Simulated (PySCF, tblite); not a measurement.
Species: C8H9PSi.
SMILES with atom numbers: `[SiH3:1][c:2]1[cH:3][c:4]2[cH:5][cH:6][cH:7][cH:8][c:9]2[pH:10]1` (hydrogens: H11, H12, H13 on Si1; H14 on C3; H15 on C5; H16 on C6; H17 on C7; H18 on C8; H19 on P10)

Computed geometry: GFN2-xTB, gas phase.

Question: Give the optimised bond lengths and angles.

Answer: 
```tsv
bond	length (Å)
Si1–C2	1.880
C2–C3	1.348
C3–C4	1.442
C4–C5	1.390
C5–C6	1.383
C6–C7	1.389
C7–C8	1.386
C8–C9	1.384
C9–P10	1.820
C2–P10	1.828
C4–C9	1.407
Si1–H11, Si1–H12, Si1–H13	1.465
C3–H14	1.080
C5–H15	1.081
C6–H16	1.080
C7–H17	1.080
C8–H18	1.081
P10–H19	1.401
```

Bonds in one row agree within 0.01 Å and their mean is given. A selection of angles:
```tsv
angle	degrees
Si1–C2–C3	126.5
Si1–C2–P10	122.2
C3–C2–P10	111.1
C2–C3–C4	115.7
C3–C4–C5	127.7
C3–C4–C9	112.5
C5–C4–C9	119.7
C4–C5–C6	119.3
C5–C6–C7	120.7
C6–C7–C8	120.6
C7–C8–C9	119.1
C8–C9–P10	128.6
C4–C9–C8	120.5
C4–C9–P10	110.7
C2–P10–C9	89.5
```

The C–C distances run from 1.348 Å (C2–C3, drawn aromatic) to 1.442 Å (C3–C4, drawn aromatic), a spread of 0.094 Å. The 6-membered ring C4–C5–C6–C7–C8–C9 has internal angles of 119.1° to 120.7° (sum 720°, against 720° for a flat polygon); it is planar, 0.00 Å rms from its mean plane, widest ring torsion 1°. P10 (ring phosphorus) is pyramidal (angles 96.2°, 95.3° and 89.5°, sum 281.0°, 0.88 Å off the plane of its three neighbours). The 5-membered ring C2–C3–C4–C9–P10 has internal angles of 89.5° to 115.7°; it is slightly puckered (a soft mode that the optimisation may not have finished), 0.03 Å rms from its mean plane, widest ring torsion 6°. Si1 (SiH3 silicon) is tetrahedral (angles from 108.0° to 110.7°).

Its GFN2-xTB frequencies are all real (lowest 64 cm⁻¹).
